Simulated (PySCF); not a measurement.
## Spinor energies of Zr²³⁺ (zirconium, charge +23)

Start: [Ne] 3s2 3p5; 3p1/2 filled at m_j = -1/2, +1/2; 3p3/2 filled at m_j = -1/2, +1/2, +3/2. Calculated with PySCF 2.14 in an uncontracted even-tempered set (19 s from 3 bohr⁻², ratio 2.4; 14 p from 3.8 bohr⁻², ratio 2.4; 5 d from 17 bohr⁻², ratio 2.6; 4 f from 25 bohr⁻², ratio 2.6): generalised Hartree-Fock with the X2C-1e Hamiltonian and a Gaussian nucleus; one run each with spin-orbit coupling (SO) switched off, then screened by Boettger's factors.

```tsv
spinor shell	electrons	ε, spin-free (eV)	ε, screened SO (eV)	weight of nominal j (screened SO)	rms radius, screened SO (bohr)
1s1/2	2	-19093.3	-19092.1	1.000	0.0426
2s1/2	2	-3552.2	-3551.7	1.000	0.174
2p1/2	2	-3271.1	-3332.0	1.000	0.151
2p3/2	4	-3271.1	-3241.9	1.000	0.155
3s1/2	2	-1249.8	-1249.6	1.000	0.435
3p1/2	2	-1155.2	-1167.9	0.984	0.425
3p3/2	3	-1155.2	-1149.0	0.989	0.432
```

```tsv
quantity	spin-free	screened SO
E (hartree)	-3265.36440	-3265.93968
M_J	3/2	3/2
⟨J²⟩	3.751	3.751
⟨L²⟩	2.001	2.004
⟨S²⟩	0.750	0.754
```

Each row is a mean over spinors that exchange with the open shell spreads, by up to 13.251 eV (3s1/2).

Breit and QED terms are absent; they matter most for the inner s and p1/2 levels.

Densities and radii are taken from the X2C orbitals without a picture-change correction, which distorts them close to the nucleus.

Without spin-orbit coupling the j labels of p, d and f shells carry no meaning; the spin-free column gives the mean over the occupied spinors of each nl shell.
